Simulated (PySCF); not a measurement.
Two-component Hartree-Fock for Te⁺ (tellurium, charge +1)

Start: [Kr] 4d10 5s1 5p3 5d1; 5s1/2 filled at m_j = +1/2; 5p3/2 filled at m_j = -1/2, +1/2, +3/2; 5d5/2 filled at m_j = +5/2. Calculated with PySCF 2.14 in x2c-TZVPall-2c with one added diffuse shell each of s, p, d, f type (9s10p6d3f, 90 functions): generalised Hartree-Fock with the X2C-1e Hamiltonian and a Gaussian nucleus; one run each with spin-orbit coupling (SO) switched off, then screened by Boettger's factors. This is a chosen level, not necessarily the ground level.

```csv
spinor shell,electrons,"ε, spin-free (eV)","ε, screened SO (eV)",weight of nominal j (screened SO),"rms radius, screened SO (bohr)"
1s1/2,2,-31986.2,-31982.9,1.000,0.0318
2s1/2,2,-5013.7,-5012.7,1.000,0.130
2p1/2,2,-4495.1,-4685.8,1.000,0.112
3s1/2,2,-1050.0,-1049.7,1.000,0.343
3p1/2,2,-877.40,-914.02,1.000,0.336
3p3/2,4,-877.40,-860.72,1.000,0.347
3d3/2,4,-616.91,-623.30,1.000,0.320
3d5/2,6,-616.91,-612.40,1.000,0.323
4s1/2,2,-206.36,-206.30,1.000,0.815
4p1/2,2,-150.51,-157.54,0.998,0.858
4p3/2,4,-150.51,-147.29,0.999,0.886
4d3/2,4,-66.234,-67.226,0.947,1.04
4d5/2,6,-66.234,-65.524,0.965,1.04
5s1/2,1,-35.772,-35.747,1.000,2.16
5p3/2,3,-22.344,-22.390,0.620,2.53
5d5/2,1,-8.098,-8.067,1.000,4.31
```

**Question.** Where does 2p3/2 lie, and what is the 2p spin-orbit splitting (screened SO)?

**Answer.** At -4408.8 eV, 277.04 eV above 2p1/2.

```
   quantity    spin-free  screened SO
E (hartree)  -6789.09758  -6790.98515
        M_J          9/2          9/2
       ⟨J²⟩       24.757       24.758
       ⟨L²⟩        6.005        6.100
       ⟨S²⟩        8.753        8.711
```

Each row is a mean over spinors that exchange with the open shell spreads, by up to 1.267 eV (4s1/2).

Rows whose weight is well below 1 are mixtures of j = l ± 1/2: exchange outweighs spin-orbit coupling there, and the label is only the starting occupation.

Breit and QED terms are absent; they matter most for the inner s and p1/2 levels.

Densities and radii are taken from the X2C orbitals without a picture-change correction, which distorts them close to the nucleus.

Without spin-orbit coupling the j labels of p, d and f shells carry no meaning; the spin-free column gives the mean over the occupied spinors of each nl shell.
